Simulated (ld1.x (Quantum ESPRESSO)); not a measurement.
**How hard is this silicon RRKJ potential?**

| Property | Result |
| --- | --- |
| Element | Si |
| Generator | ld1.x (Quantum ESPRESSO) 7.5 |
| Type | norm-conserving RRKJ (Kleinman–Bylander form) |
| Functional | LDA (PZ) |
| Relativity | scalar-relativistic |
| Frozen core | [Ne] |
| Valence charge | 4 |
| Reference configuration | 3s2 3p2 |
| Partial waves | 3s (bound): rc 1.45 bohr; 3p (bound): rc 2.40 bohr |
| Local potential | the p channel |
| Core correction | none |

The pseudo-atom Hamiltonian at the reference potential is diagonalised in spherical Bessel functions j_l(qr) that vanish at 20 bohr, with q² up to the cutoff. All-electron valence levels (Ry): 3s -0.8000, 3p -0.3064.

Q: How do the lowest levels (Ry) of each channel move with the cutoff, and are there ghosts?

A:

```json
{"cutoff (Ry)": "8", "s #1": "-0.7676", "p #1": "-0.3060", "p #2": "0.0270", "d #1": "0.0574", "d #2": "0.1348", "f #1": "0.1106", "f #2": "0.2361", "Σ f·Δε (mRy)": "65.6"}
{"cutoff (Ry)": "12", "s #1": "-0.7914", "p #1": "-0.3062", "p #2": "0.0270", "d #1": "0.0574", "d #2": "0.1348", "f #1": "0.1106", "f #2": "0.2361", "Σ f·Δε (mRy)": "17.7"}
{"cutoff (Ry)": "15", "s #1": "-0.7942", "p #1": "-0.3063", "p #2": "0.0270", "d #1": "0.0574", "d #2": "0.1348", "f #1": "0.1106", "f #2": "0.2361", "Σ f·Δε (mRy)": "11.8"}
{"cutoff (Ry)": "21", "s #1": "-0.7949", "p #1": "-0.3064", "p #2": "0.0270", "d #1": "0.0574", "d #2": "0.1348", "f #1": "0.1106", "f #2": "0.2361", "Σ f·Δε (mRy)": "10.2"}
{"cutoff (Ry)": "25", "s #1": "-0.7957", "p #1": "-0.3064", "p #2": "0.0270", "d #1": "0.0574", "d #2": "0.1348", "f #1": "0.1106", "f #2": "0.2361", "Σ f·Δε (mRy)": "8.7"}
{"cutoff (Ry)": "35", "s #1": "-0.7989", "p #1": "-0.3064", "p #2": "0.0270", "d #1": "0.0574", "d #2": "0.1348", "f #1": "0.1106", "f #2": "0.2361", "Σ f·Δε (mRy)": "2.1"}
{"cutoff (Ry)": "40", "s #1": "-0.7997", "p #1": "-0.3064", "p #2": "0.0270", "d #1": "0.0574", "d #2": "0.1348", "f #1": "0.1106", "f #2": "0.2361", "Σ f·Δε (mRy)": "0.6"}
{"cutoff (Ry)": "50", "s #1": "-0.8000", "p #1": "-0.3064", "p #2": "0.0270", "d #1": "0.0574", "d #2": "0.1348", "f #1": "0.1106", "f #2": "0.2361", "Σ f·Δε (mRy)": "0.1"}
{"cutoff (Ry)": "400", "s #1": "-0.8000", "p #1": "-0.3064", "p #2": "0.0270", "d #1": "0.0574", "d #2": "0.1348", "f #1": "0.1106", "f #2": "0.2361", "Σ f·Δε (mRy)": "0.0"}
```

Result: no extra level below or beside the all-electron valence levels (s, p, d, f tested); 10 mRy is reached at 25 Ry and 1 mRy at 40 Ry.
